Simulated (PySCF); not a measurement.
C4H6BNO, SMILES CC1=CB(O)C=N1.

Geometry: PBE-D3(BJ)/def2-SVP. This is a generated structure with no PubChem entry under its InChIKey; it may be hypothetical. Other conformers were not sampled.

The numbers are results of PySCF with TDA-CAM-B3LYP/def2-SVPD, not measurements.

Vertical excitations. Gas-phase values at a fixed geometry. State labels are in the subgroup Cs.

| state | symmetry | energy (eV) | λ (nm) | f | main pairs |
|---|---|---|---|---|---|
| S1 | A" | 3.24 | 382 | 0.000 | HOMO−1→LUMO 98 % |
| S2 | A' | 3.59 | 345 | 0.034 | HOMO→LUMO 97 % |
| S3 | A" | 5.39 | 230 | 0.000 | HOMO−2→LUMO 97 % |
| S4 | A" | 6.27 | 198 | 0.005 | HOMO→LUMO+1 94 % |
| S5 | A' | 6.73 | 184 | 0.074 | HOMO−3→LUMO 66 %, HOMO→LUMO+4 30 % |
| S6 | A" | 6.77 | 183 | 0.000 | HOMO−4→LUMO 63 %, HOMO−5→LUMO 26 % |
| S7 | A' | 6.99 | 177 | 0.003 | HOMO−1→LUMO+1 91 % |
| S8 | A" | 7.02 | 177 | 0.001 | HOMO−1→LUMO+4 68 %, HOMO−4→LUMO 16 % |
| S9 | A" | 7.10 | 175 | 0.001 | HOMO→LUMO+2 89 % |
| S10 | A" | 7.33 | 169 | 0.004 | HOMO−5→LUMO 58 %, HOMO−1→LUMO+4 17 %, HOMO−4→LUMO 12 % |
| T1 | A' | 2.15 | 576 | 0 | HOMO→LUMO 95 % |
| T2 | A" | 2.63 | 471 | 0 | HOMO−1→LUMO 95 % |
| T3 | A' | 4.51 | 275 | 0 | HOMO−3→LUMO 55 %, HOMO→LUMO+4 31 % |
| T4 | A" | 4.91 | 252 | 0 | HOMO−2→LUMO 94 % |
Triplets are in the Tamm–Dancoff approximation.
